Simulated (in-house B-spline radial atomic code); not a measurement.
**Ionising P VII (P6+) with different functionals**

Computed with a B-spline radial code for spherical atoms: non-relativistic Hamiltonian, point nucleus, spin-polarised at highest spin, spherical fractional occupations for the functionals, and exact exchange of hybrids averaged over the configuration. The ionisation energy is the difference of two self-consistent energies, [He] 2s2 2p5 → [He] 2s2 2p4, without Breit or QED terms; ε is the level of the shell that loses the electron (its least bound occupied spin orbital).

| method | rung | ΔSCF (eV) | -ε(2p) (eV) |
| --- | --- | --- | --- |
| PBE0 | global hybrid | 263.89 | 248.08 |
| B3LYP | global hybrid | 264.20 | 247.15 |
| TPSSh | global hybrid | 264.13 | 244.79 |
| M06-2X | global hybrid | 263.31 | 254.38 |
| BHandHLYP | global hybrid | 263.78 | 254.09 |
| r2SCAN0 | global hybrid | 264.25 | 248.96 |
| B97-1 | global hybrid | 264.00 | 247.22 |
| HSE06 | range-separated hybrid | 263.94 | 247.66 |
| wB97X | range-separated hybrid | 263.87 | 249.58 |
| CAM-B3LYP | range-separated hybrid | 264.09 | 249.09 |
| LC-wPBE | range-separated hybrid | 264.15 | 248.13 |

Task: Among the functionals, which spreads more, the ΔSCF values or the orbital energies?

Result: The orbital energies: ΔSCF values span about 0.94 eV and the orbital energies 9.59 eV; here energy differences depend much less on the functional than eigenvalues do.

Task: How do they compare with the NIST value?

Result: NIST lists 263.57 eV ± 0.06 (semi-empirical, ground level to ground level). Errors run from -0.26 to +0.68 eV; BHandHLYP is closest (+0.21 eV), though others lie within the uncertainty of it, and part of that can be cancellation, since the calculations leave out relativity, Breit-QED terms, multiplet and fine-structure energies.
